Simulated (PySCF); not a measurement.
iodoethene (C2H3I), SMILES C=CI. Geometry optimised at B3LYP-D3(BJ)/def2-TZVP. The def2 effective core potentials stand for the cores of I; spin–orbit coupling is left out.

Method: B3LYP-D3(BJ)/def2-TZVP (PySCF).

Harmonic wavenumbers (cm⁻¹): 313, 538, 558, 945, 980, 1009, 1264, 1414, 1651, 3136, 3204, 3228. Rotational constants (GHz): 53.92, 3.219, 3.038; symmetry number 1.

**Question.** Work out the zero-point energy and the ideal-gas rigid-rotor harmonic-oscillator thermochemistry at 298.15 K and 1 atm.

**Answer.** ZPE = ½ Σ hcν = ½ × 18241 cm⁻¹ = 109.10 kJ/mol. H − E(el) = 121.46 kJ/mol. Entropy in J/(mol K): translation 171.56, rotation 100.11, vibration 11.75, total 283.42. G − E(el) = 36.96 kJ/mol. Cp = 56.09 J/(mol K).
